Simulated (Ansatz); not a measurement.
The same path of C₂H₆AlBO (11 atoms, charge 0, multiplicity 1) was run twice with different band settings. Lost on the way: Al3–H8. Made: C2–H8.

Theory: UKS BHLYP-D4/6-31G (Ansatz 0.2.0).

Relaxed end points:

```xyz
11
Properties=species:S:1:pos:R:3
C -1.067 0.620 0.816
C -0.030 -0.012 0.228
Al 1.192 -1.029 1.361
B 0.131 0.106 -1.308
O -0.794 0.835 -2.019
H -1.251 0.589 1.882
H -1.777 1.198 0.239
H 2.447 -1.814 0.765
H 0.893 -1.054 2.932
H 1.025 -0.410 -1.905
H -0.703 0.914 -2.970
```

```xyz
11
Properties=species:S:1:pos:R:3
C -0.930 -0.268 0.972
C -0.137 -0.898 0.067
Al 1.819 0.483 1.069
B 0.216 -0.270 -1.296
O -0.051 1.078 -1.440
H -1.240 -0.729 1.894
H -1.326 0.712 0.772
H 0.172 -1.914 0.267
H 0.727 1.125 2.183
H 0.676 -0.891 -2.195
H 0.140 1.514 -2.272
```

Common settings: movable images 5; climbing image yes; spring 5.0 eV/Å²; optimiser quadratic models (default); force threshold 0.05 eV/Å; end points relaxed.

| run | start path | iteration limit |
| --- | --- | --- |
| 1 | through a guess of the saddle point | 43 |
| 2 | straight line | 40 |

(1) What does each run give, and how far can it be trusted?

Answers

(1) Run 1: converged after 29 iterations, highest image 3.007 eV above the first end. Neighbouring images differ by up to 2.5 eV, so the band resolves the path poorly. A vibrational analysis at the climbing image gives one clearly imaginary mode, 1587i cm⁻¹: a first-order saddle point.
Run 2: converged after 35 iterations, highest image 3.008 eV above the first end. Neighbouring images differ by up to 2.5 eV, so the band resolves the path poorly. Another band between the same ends (5 images) ends at a top of the same energy, where a vibrational analysis finds 1 clearly imaginary mode.
Limits of this set-up: no polarisation functions.
